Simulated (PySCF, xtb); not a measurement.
B(Cl)(I)(OH) (BClHIO), SMILES OB(Cl)I.

GFN2-xTB in xtb at its own geometry gives an orbital gap of 4.99 eV and a dipole moment of 5.72 D.

Geometry optimised at B3LYP-D3(BJ)/def2-SVP. The def2 effective core potentials stand for the cores of I; spin–orbit coupling is left out. The values are those of a single conformer.

Problem. What does ωB97X/def2-TZVPD in PySCF give? (An estimate is asked for; the answer gives what the named calculation found.)

Solution. gap 10.93 eV (levels -9.91 and 1.02 eV), dipole 1.83 D.
